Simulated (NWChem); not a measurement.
**Atomisation of H₅BSi**

```xyz
7

B     -0.7317    -1.2381     0.1535
H     -0.3486    -2.0640     0.9463
H     -1.7492    -1.4756    -0.4496
Si     0.2913     0.4899    -0.0725
H     -0.0033     1.3295     1.1360
H     -0.0877     1.2819    -1.2809
H      1.7691     0.2595    -0.1042
```
Charge 0, spin multiplicity 1.

Program: NWChem. All single points use one geometry, from B3LYP/def2-SVP, a minimum by its harmonic frequencies.

Basis set: def2-TZVP. The atomisation energy is electronic alone: no zero-point, thermal, spin-orbit or counterpoise terms. No value is extrapolated to the basis-set limit. Free atoms are single determinants with multiplicities B 2, H 2, Si 3. Correlated methods freeze the same cores in atoms and molecule, 6 orbitals in all.

Relative cost: rough, from shared machines, SCF included, HF = 1. Costs are the molecule's.

B3LYP has NWChem's definition, with VWN1-RPA local correlation. The structure started from a generated list of species. No SCF solution was tested for a lower state. Open-shell Hartree-Fock references start from PBE0 orbitals; any time given for them includes that run. Coupled-cluster values serve here as a point of comparison, not as the truth.

```json
[
 {"method": "HF", "atomisation energy (kcal/mol)": "388.0", "relative cost": "1"},
 {"method": "B3LYP", "atomisation energy (kcal/mol)": "[?]", "relative cost": "under 3"},
 {"method": "PBE0", "atomisation energy (kcal/mol)": "481.7", "relative cost": "under 3"},
 {"method": "BLYP", "atomisation energy (kcal/mol)": "[?]", "relative cost": "under 3"},
 {"method": "BHandHLYP", "atomisation energy (kcal/mol)": "485.3", "relative cost": "under 3"},
 {"method": "PBE", "atomisation energy (kcal/mol)": "480.8", "relative cost": "under 3"},
 {"method": "BP86", "atomisation energy (kcal/mol)": "[?]", "relative cost": "under 3"},
 {"method": "MP2", "atomisation energy (kcal/mol)": "463.4", "relative cost": "under 3"},
 {"method": "CCSD(T)", "atomisation energy (kcal/mol)": "469.6", "relative cost": "20"}
]
```

Task: Some entries are withheld; supply them.

Result: 
- B3LYP, atomisation energy (kcal/mol): 487.5
- BLYP, atomisation energy (kcal/mol): 479.4
- BP86, atomisation energy (kcal/mol): 493.7
